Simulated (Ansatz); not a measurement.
Ansatz (a program for electronic structure) input:

Ansatz 0.2 input:
```yaml
crystal:
  periodic: [false, false, false]
  atoms:
    - {symbol: C, position_ang: [1.61066222, -0.92367776, -0.86699174]}
    - {symbol: C, position_ang: [0.88579345, -0.35238110, 0.30141020]}
    - {symbol: C, position_ang: [1.67818946, 0.82283419, 0.88635940]}
    - {symbol: C, position_ang: [-0.61833399, -0.00421346, -0.01656568]}
    - {symbol: C, position_ang: [-1.32792665, -1.27122290, -0.51168381]}
    - {symbol: C, position_ang: [-0.71988888, 1.08085344, -1.09382992]}
    - {symbol: C, position_ang: [-1.32360119, 0.47384945, 1.25860631]}
    - {symbol: H, position_ang: [2.27314429, -0.30875635, -1.46177025]}
    - {symbol: H, position_ang: [1.45893178, -1.94591429, -1.18265953]}
    - {symbol: H, position_ang: [0.82736251, -1.13232014, 1.07257817]}
    - {symbol: H, position_ang: [1.21390279, 1.22655701, 1.78516434]}
    - {symbol: H, position_ang: [1.77669033, 1.63338970, 0.16177626]}
    - {symbol: H, position_ang: [2.68502735, 0.49702940, 1.15118244]}
    - {symbol: H, position_ang: [-2.39077464, -1.07550239, -0.66858761]}
    - {symbol: H, position_ang: [-0.91065735, -1.62140147, -1.45613619]}
    - {symbol: H, position_ang: [-1.24169781, -2.08045248, 0.21794512]}
    - {symbol: H, position_ang: [-0.22043768, 0.77007707, -2.01315217]}
    - {symbol: H, position_ang: [-1.76704984, 1.28077902, -1.33153829]}
    - {symbol: H, position_ang: [-0.27325057, 2.02036838, -0.76533581]}
    - {symbol: H, position_ang: [-2.39200477, 0.60258586, 1.07168016]}
    - {symbol: H, position_ang: [-0.93628719, 1.43077353, 1.60831560]}
    - {symbol: H, position_ang: [-1.21226599, -0.25346415, 2.06670908]}
basis:
  gaussian:
    orbitals: def2-TZVP
hamiltonian:
  xc: b3lyp
  dispersion: d3bj
magnetization: {spin_polarized: true, initial_magnetization: 1}
phonons: {temperatures: {t_min: 298.15, t_max: 298.15, t_step: 100}}
```

What final total energy does it print?

-275.86210 Eh (B3LYP-D3(BJ)/def2-TZVP). The basis has 307 functions.

It need not be the lowest isomer of its formula.
